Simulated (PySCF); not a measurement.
Choosing a molecule for a target property.

All species are isolated and taken at one optimised geometry, non-relativistic unless stated; the electronic structure was computed with PySCF and density fitting.

The conformers computed, where there is a choice (atom-mapped SMILES and torsion angles):
- `[CH2:1]=[CH:2][c:3]1[p:4][cH:5][c:6]([F:7])[c:8]([CH3:9])[p:10]1`: C1–C2–C3–P4 -2°
- `[F:1][C:2]([F:3])([F:4])[c:5]1[cH:6][cH:7][cH:8][cH:9][c:10]1[Cl:11]`: F1–C2–C5–C6 120°
- `[CH3:1][N:2]([CH3:3])[CH2:4]/[P:5]=[CH:6]\[C:7]([F:8])([F:9])[F:10]`: C1–N2–C4–P5 64°, N2–C4–P5–C6 178°, P5–C6–C7–F8 179°

The conformers of `COC[C@@H]1CCCCC1=O` and `ClCC#C[C@@H]1C[SiH2]O[SiH2]1` aren't listed.

Question: Wanted: HOMO energy between -7.2 eV and -6.9 eV (PBE0/pcSseg-1) and HOMO–LUMO gap above 4 eV (PBE0/pcSseg-1), at GFN2-xTB geometries. Which candidate meets both?
A. `CN(C)C/P=C\C(F)(F)F`
B. `C=Cc1pcc(F)c(C)p1`
C. `ClCC#C[C@@H]1C[SiH2]O[SiH2]1`
D. `COC[C@@H]1CCCCC1=O`
E. `FC(F)(F)c1ccccc1Cl`

Answer: D. Computed values:
```
                     species  HOMO energy  HOMO–LUMO gap
          FC(F)(F)c1ccccc1Cl     -7.68 eV        6.38 eV
ClCC#C[C@@H]1C[SiH2]O[SiH2]1     -7.36 eV        7.10 eV
          COC[C@@H]1CCCCC1=O     -7.04 eV        6.62 eV
           C=Cc1pcc(F)c(C)p1     -6.77 eV        4.45 eV
         CN(C)C/P=C\C(F)(F)F     -6.26 eV        3.81 eV
```
